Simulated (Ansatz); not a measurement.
Start from `CB(F)[SeH]` and change one atom or group to get `C[B](F)[AlH2]`.

Ansatz, PBE0-D4/def2-TZVP geometries, multiplicity 1. Each molecule was computed in one conformer, which needn't be the lowest.

Scalar relativity is left out up to krypton.

| property | `CB(F)[SeH]` |
| --- | --- |
| LUMO energy (B3LYP/def2-TZVPP) / eV | -0.54 |
| zero-point energy (PBE0-D4/def2-TZVP) / kJ/mol | 136.1 |
| HOMO energy (ωB97M-V/def2-TZVPP) / eV | -9.65 |
| HOMO–LUMO gap (B3LYP/def2-TZVPP) / eV | 6.73 |
| HOMO–LUMO gap (PBE0/def2-TZVPP) / eV | 7.17 |
| HOMO–LUMO gap (ωB97M-V/def2-TZVPP) / eV | 11.36 |

Question: What does the change do to each property? (Best estimate.)

Answer: Computed: 
| property | `C[B](F)[AlH2]` | shift |
| --- | --- | --- |
| LUMO energy (B3LYP/def2-TZVPP) / eV | -1.92 | -1.38 |
| zero-point energy (PBE0-D4/def2-TZVP) / kJ/mol | 145.4 | 9.3 |
| HOMO energy (ωB97M-V/def2-TZVPP) / eV | -9.23 | 0.42 |
| HOMO–LUMO gap (B3LYP/def2-TZVPP) / eV | 5.01 | -1.72 |
| HOMO–LUMO gap (PBE0/def2-TZVPP) / eV | 5.40 | -1.77 |
| HOMO–LUMO gap (ωB97M-V/def2-TZVPP) / eV | 9.12 | -2.24 |

With PBE0 the HOMO rises by 0.40 eV and the LUMO falls by 1.37 eV, so the gap narrows by about 1.77 eV. PBE moves the HOMO by 0.49 eV and ωB97M-V by 0.42 eV. The zero-point energy changes by 9.3 kJ/mol with +3 modes.

B3LYP here is the variant with VWN-RPA as its local correlation; programs differ in this.

Spin–orbit coupling is left out; it splits and shifts lone-pair levels of the heavy atoms by tenths of an eV.
